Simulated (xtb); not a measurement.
C₂H₆Sn, SMILES [CH]([SnH3])=C. All values are semi-empirical tight-binding results from xtb (GFN2-xTB unless named), good for trends rather than for accurate numbers. The structure is a stationary point at GFN2-xTB.

For metal compounds this method's bond lengths and energies can be far off.

Computed properties:
```yaml
orbital_gap: 4.99 eV
zero_point_energy: 37.1 kcal/mol
G − E(el) at 298.15 K (modified RRHO): 18.7 kcal/mol
```
